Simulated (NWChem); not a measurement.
Species: C$_{2}$H$_{8}$OSi$_{2}$; SMILES [SiH3]C[SiH2]C=O

```xyz
13

O      1.0237    -2.4300    -0.5488
C     -0.1376    -2.3259    -0.1920
Si    -0.8996    -0.5767     0.2148
C      0.5528     0.6115     0.3709
Si     0.2389     2.3961    -0.1691
H     -0.7947    -3.2529    -0.1202
H     -1.7480    -0.6580     1.4565
H     -1.8081    -0.2366    -0.9412
H      1.3631     0.1646    -0.2484
H      0.9128     0.5990     1.4215
H     -0.1595     2.4305    -1.6198
H      1.4705     3.2425     0.0143
H     -0.8769     3.0008     0.6416
```
Atoms are numbered in this order, from 1.

All runs: NWChem. Pople sets run with spherical d functions. Coordinates come from a PBE-D3(BJ)/def2-SVP optimisation. Static field.

Q: Order these by “anisotropy (bohr³)”, lowest first: PBE/def2-SVP; PBE/6-31+G*; PBE/def2-SVPD.

A: PBE/def2-SVP (29.6), PBE/6-31+G* (30.7), PBE/def2-SVPD (33.2)
